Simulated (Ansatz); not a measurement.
Potential energy curve for Ge(Br)2, SMILES [Br][Ge][Br]. The Ge1–Br3 bond (Ge1 also carries Br; Br3 carries nothing else) is varied alone, starting from the PBE0/def2-TZVP optimised geometry.

Computed with: RKS-PBE = restricted PBE/cc-pVDZ in Ansatz (an electronic-structure program); UKS-PBE = unrestricted PBE/cc-pVDZ run with Ansatz; UKS-PBE0 = unrestricted PBE0/cc-pVDZ (Ansatz); UCCSD(T) = Ansatz with CCSD(T) on UHF/cc-pVDZ, cores with 3d frozen.

Energies relative to the lowest point of each curve near equilibrium, in kcal/mol; the last columns give the difference from UCCSD(T):

```
R / Å  RKS-PBE  UKS-PBE  UKS-PBE0  UCCSD(T)  RKS-PBE − UCCSD(T)  UKS-PBE − UCCSD(T)  UKS-PBE0 − UCCSD(T)
-----  -------  -------  --------  --------  ------------------  ------------------  -------------------
1.90      58.1     58.1      54.5      59.6                -1.5                -1.5                 -5.1
2.08      16.9     16.9      14.8      17.0                -0.1                -0.1                 -2.2
2.21       4.3      4.3       3.3       4.2                 0.1                 0.1                 -0.9
2.26       1.9      1.9       1.3       1.8                 0.1                 0.1                 -0.5
2.34       0.0      0.0       0.0       0.0                 0.0                 0.0                  0.0
2.43       0.0      0.0       0.7       0.3                -0.2                -0.2                  0.4
2.49       1.0      1.0       2.1       1.4                -0.4                -0.4                  0.7
2.67       6.7      6.7       9.0       7.8                -1.1                -1.1                  1.2
2.86      15.0     15.0      18.5      16.9                -1.9                -1.9                  1.5
3.12      27.2     27.2      32.1      30.2                -3.0                -3.0                  1.9
3.41      39.5     39.5      46.0      45.3                -5.7                -5.7                  0.7
3.88      55.1     55.0      62.4      63.7                -8.6                -8.7                 -1.3
4.33      65.1     64.0      70.5      71.3                -6.2                -7.3                 -0.9
4.89      72.8     70.2      75.7      74.0                -1.2                -3.8                  1.6
5.67      78.3     74.2      78.9      74.4                 4.0                -0.1                  4.6
6.74      81.4     76.1      80.5      74.5                 6.9                 1.6                  6.0
```

RKS-PBE is furthest from UCCSD(T) at 3.88 (-8.6 kcal/mol, below); its mean absolute difference over the points is 2.6 kcal/mol.

UKS-PBE is furthest from UCCSD(T) at 3.88 (-8.7 kcal/mol, below); its mean absolute difference over the points is 2.2 kcal/mol.

UKS-PBE0 is furthest from UCCSD(T) at 6.74 (6.0 kcal/mol, above); its mean absolute difference over the points is 1.8 kcal/mol.

The restricted form behind RKS-PBE keeps the bonding electrons paired and can't separate into open-shell fragments. The unrestricted determinant behind UKS-PBE is spin-contaminated at 3.88 to 6.74 Å (<S²> up to 0.7, against 0.00 for a pure singlet). The unrestricted determinant behind UKS-PBE0 is spin-contaminated at 3.88 to 6.74 Å (<S²> up to 0.8, against 0.00 for a pure singlet). The unrestricted determinant behind UCCSD(T) is spin-contaminated at 3.41 to 6.74 Å (<S²> up to 1.0, against 0.00 for a pure singlet).
